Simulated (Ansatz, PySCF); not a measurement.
Dimer: H2O (SMILES O) (first 3 atoms) with SO2 (SMILES O=S=O); geometry from B3LYP-D3(BJ)/def2-TZVP, rigid monomers moved along the line of their centres of mass till O1···S5 is 2.44 Å.
(charge 0, multiplicity 1):
```xyz
6

O      0.50567    -0.09015     0.61050
H      0.60674     0.85034     0.42236
H     -0.36268    -0.33460     0.26938
O     -1.11916    -0.66564     2.91261
S      0.23312    -0.18289     3.03336
O      0.43289     1.23841     3.16102
```

Monomers are frozen at their geometry in the pair; levels with a basis set take the counterpoise correction.

Frozen-core correlation. CBS(a, b) extrapolates the correlation energy as X⁻³ and adds the Hartree–Fock energy of set b.

The values were computed with Ansatz (a quantum-chemistry and plane-wave program) with Gaussian orbitals; PySCF for the dispersion terms. Values without a source in brackets are computed.

PBE/def2-TZVPPD gives -2.81 kcal/mol for the interaction energy.

Problem. Predict the shift from PBE, with its sign, for: PBE-D3(BJ)/def2-TZVPPD, r2SCAN/def2-TZVPPD, PBE0/def2-TZVPPD, wB97M-V/def2-TZVPPD, MP2/CBS(aug-cc-pV(D+d)Z, aug-cc-pV(T+d)Z), MP2/CBS(aug-cc-pV(D+d)Z, aug-cc-pV(T+d)Z) + ΔCCSD(T)/aug-cc-pV(D+d)Z.

Solution. PBE-D3(BJ)/def2-TZVPPD -1.10; r2SCAN/def2-TZVPPD -1.48; PBE0/def2-TZVPPD -0.55; wB97M-V/def2-TZVPPD -1.04; MP2/CBS(aug-cc-pV(D+d)Z, aug-cc-pV(T+d)Z) 0.67; MP2/CBS(aug-cc-pV(D+d)Z, aug-cc-pV(T+d)Z) + ΔCCSD(T)/aug-cc-pV(D+d)Z 0.52 kcal/mol. 2 of 6 lie above PBE; the widest gap is to r2SCAN/def2-TZVPPD.
